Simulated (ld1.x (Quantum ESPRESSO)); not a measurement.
Cd: one change to a TM potential, before and after

cadmium, norm-conserving Troullier–Martins (Kleinman–Bylander form), made with ld1.x (Quantum ESPRESSO) 7.5 (Wu–Cohen, scalar-relativistic). Core [Ar] 3d10 4s2, reference 4p6 4d10 5s2 5p0. Waves: 5s (bound): rc 2.45 bohr; 4p (bound): rc 1.60 bohr; 4d (bound): rc 1.50 bohr. Local part: all-electron potential smoothed inside 1.75 bohr (lloc = -1). Core correction: a·sin(br)/r model core inside 1.35 bohr.

All-electron outer shells of the reference configuration (Wu–Cohen, scalar-relativistic, ld1.x):

| shell | level (eV) | outermost node (bohr) | outermost maximum (bohr) |
| --- | --- | --- | --- |
| 3d | -393.71 | – | 0.27 |
| 4s | -105.86 | 0.43 | 0.79 |
| 4p | -66.92 | 0.43 | 0.84 |
| 4d | -11.72 | 0.42 | 0.98 |
| 5s | -5.70 | 1.07 | 2.32 |
| 5p | -1.12 | 1.20 | 3.25 |

Change: wave 4d (bound): rc 1.50 bohr becomes 4d (bound): rc 1.60 bohr.

Cutoffs: the cutoffs (Ry, on a coarse ladder) from which the occupation-weighted sum of valence levels, in a spherical-Bessel basis at the reference potential, stays within 10 and 1 mRy of its value at 400 Ry; they do not see the model core or the augmentation charge, which bear on the density cutoff. Errors are all-electron minus pseudo energies relative to the spin-unpolarised reference configuration.

Question: How do hardness, ghosts and transferability respond?

Answer: The potential gets softer (80 Ry and 120 Ry → 70 Ry and 110 Ry); both files keep a bound ghost (s); of the 7 tests that both files solve, the error grows in 1 and shrinks in 0 by more than 15 % and 0.3 meV (median size 37.2 → 36.5 meV). A larger radius leaves more room for a smooth pseudo-wave, so fewer plane waves are needed.

```tsv
quantity	base	changed
cutoff, loose	80 Ry	70 Ry
cutoff, tight	120 Ry	110 Ry
bound ghosts	s	s
error for 4p6 4d10 5s1 5p0, meV [ΔE 9.31 eV]	-7.1	-7.0
error for 4p6 4d10 5s0 5p0, meV [ΔE 26.40 eV]	-37	-37
error for 4p6 4d9 5s0 5p0, meV [ΔE 64.43 eV]	-2.6	-3.2
error for 4p6 4d10 5s0 5p2, meV [ΔE 9.83 eV]	-65	-65
error for 4p6 4d10 5s0 5p1, meV [ΔE 15.20 eV]	-58	-57
error for 4p6 4d8 5s0 5p0, meV [ΔE 118.50 eV]	+5.9	+6.6
error for 4p5 4d10 5s2 5p0, meV [ΔE 74.17 eV]	-220	-231
s: phases at 2.65 bohr within 0.05 rad from the reference energy up to (Ry; the scan ends near 5)	3.6	3.6
p: phases at 2.65 bohr within 0.05 rad from the reference energy up to (Ry; the scan ends near 5)	to the end of the scan	to the end of the scan
d: phases at 2.65 bohr within 0.05 rad from the reference energy up to (Ry; the scan ends near 5)	1.7	1.7
```

Changed file: These tests converged, but a pseudo level misses the all-electron one widely, so the file describes the atom poorly there or has found another state: 4p6 4d8 5s0 5p0: empty 5s by 8.3 eV. A true bound ghost makes a file unfit for plane-wave use even where its test errors are small: the radial tests pick states by their node count and pass the ghost by.
